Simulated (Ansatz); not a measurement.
Geometry optimisation, Ansatz 0.2.0, DFT PBEsol, scalar-relativistic, plane waves, PAW.

The input (input.yaml):

```yaml
crystal:
  lattice:
    - [8.18, 0.0, 0.0]
    - [0.0, 5.784133, 0.0]
    - [0.0, 0.0, 16.3381]
  atoms:
    - { symbol: Ag, position: [0.25, 0.25, 0.0612066] }
    - { symbol: Ag, position: [0.75, 0.25, 0.0612066] }
    - { symbol: Ag, position: [0.25, 0.75, 0.0612066] }
    - { symbol: Ag, position: [0.75, 0.75, 0.0612066] }
    - { symbol: Ag, position: [0.0, 0.0, 0.1497135] }
    - { symbol: Ag, position: [0.5, 0.0, 0.1497135] }
    - { symbol: Ag, position: [0.0, 0.5, 0.1497135] }
    - { symbol: Ag, position: [0.5, 0.5, 0.1497135] }
    - { symbol: Ag, position: [0.25, 0.25, 0.2382203] }
    - { symbol: Ag, position: [0.75, 0.25, 0.2382203] }
    - { symbol: Ag, position: [0.25, 0.75, 0.2382203] }
    - { symbol: Ag, position: [0.75, 0.75, 0.2382203] }
    - { symbol: Ag, position: [0.0, 0.0, 0.3267271] }
    - { symbol: Ag, position: [0.5, 0.0, 0.3267271] }
    - { symbol: Ag, position: [0.0, 0.5, 0.3267271] }
    - { symbol: Ag, position: [0.5, 0.5, 0.3267271] }
    - { symbol: Br, position: [0.7301452, 0.4924219, 0.4473042] }
basis:
  ecutwfc: 420.0
kpoints:
  mp_grid: { grid: [2, 3, 1] }
hamiltonian:
  xc: pbesol
scf:
  occupations: { method: gaussian, width: 0.1 }
  lower_state_search: "off"
relax:
  f_tol: 0.03
  max_steps: 60
  adjacent_minimum: "off"
  constraints: [{ sites: [0, 1, 2, 3] }]
```

Launched with:

```bash
$ ansatz run input.yaml --threads 4 --pin off --max-ram 10240MiB --backend cpu --events-out ev --progress --plain --runs-dir out
```

Task: Where does it end, and by what steps?

Result: The run converged. Limits of this set-up: coarse k mesh, thin slab, slab without dipole correction, odd electron count without spin. After 4 steps the energy has fallen by 0.413 eV; Br17 moved furthest, 0.45 Å.

```tsv
step	energy less start (eV)	largest force component (eV/Å)	accepted
0	0.0000	0.724	yes
1	-0.2858	0.408	yes
2	-0.4019	0.095	yes
3	-0.4108	0.075	yes
4	-0.4132	0.003	yes
```

```xyz
17
Lattice="8.1800 0.0000 0.0000 0.0000 5.7841 0.0000 0.0000 0.0000 16.3381" Properties=species:S:1:pos:R:3
Ag 2.045 1.446 1.000
Ag 6.135 1.446 1.000
Ag 2.045 4.338 1.000
Ag 6.135 4.338 1.000
Ag 0.019 0.000 2.254
Ag 4.071 0.000 2.255
Ag 0.009 2.892 2.289
Ag 4.081 2.892 2.288
Ag 2.045 1.488 3.865
Ag 6.135 1.420 3.756
Ag 2.045 4.298 3.867
Ag 6.135 4.365 3.757
Ag 0.003 0.001 5.039
Ag 4.088 0.001 5.040
Ag -0.054 2.893 5.139
Ag 4.144 2.893 5.139
Br 6.135 2.852 6.885
```

Whether the end is a true minimum wasn't checked by a vibrational analysis.

Run time: 40 s on 4 threads of Intel(R) Xeon(R) 6975P-C (Granite Rapids), on a shared host, peak memory 2.2 GiB.
